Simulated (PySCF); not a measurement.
Vertical excitations of a molecule C2H7BN2O from PySCF with TDA-PBE/def2-SVPD, as energy in eV (oscillator strength): 4.37 (0.008), 4.90 (0.014), 5.36 (0.006), 6.03 (0.005), 6.16 (0.033), 6.38 (0.033), 6.80 (0.002), 6.85 (0.020), 6.85 (0.025), 7.01 (0.047). Lowest triplet (TDA): 3.74 eV. Coordinates come from a PBE0-D3(BJ)/def2-SVP optimisation. Other conformers were not sampled.

Q: Identify the compound among the candidates.
A. OB1NCCN1
B. C/C=N/B(N)O
C. C/N=C/B(N)O
D. C=COB(N)N

A: B, C/C=N/B(N)O
